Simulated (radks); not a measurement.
Values are calculated unless marked as measured or tabulated.
The mean radii <r> (bohr) of the occupied orbitals of an atom or ion are listed with their occupations. Level of theory: scalar-relativistic Kohn-Sham, LDA (Slater exchange, VWN5 correlation), spin-polarised, spherical densities, finite nucleus; Fermi nuclear charge, rms radius of each element as measured or else 0.836 A^(1/3) + 0.57 fm (a radial shooting solver on a logarithmic mesh with Libxc functionals).

| orbital | occ. | <r> |
|---|---|---|
| 1s up | 1 | 0.02365 |
| 1s down | 1 | 0.02365 |
| 2s up | 1 | 0.1010 |
| 2s down | 1 | 0.1010 |
| 2p up | 3 | 0.08873 |
| 2p down | 3 | 0.08873 |
| 3s up | 1 | 0.2641 |
| 3s down | 1 | 0.2641 |
| 3p up | 3 | 0.2615 |
| 3p down | 3 | 0.2615 |
| 3d up | 5 | 0.2376 |
| 3d down | 5 | 0.2376 |
| 4s up | 1 | 0.5539 |
| 4s down | 1 | 0.5540 |
| 4p up | 3 | 0.5696 |
| 4p down | 2 | 0.5698 |

Name the element and its charge. Open shells, if any, are filled with parallel spins first.

Answer. Z = 60, neodymium, charge +25: Nd25+ in [Ar] 3d10 4s2 4p5. The 1s radius gives Z: for a bare nucleus <r> = (2 gamma + 1)/(2Z) with gamma = sqrt(1 - (Z/c)^2), 0.02332 bohr for Z = 60, and screening makes it slightly larger (0.02365 here). The occupations add up to 35, and the charge is Z minus that.
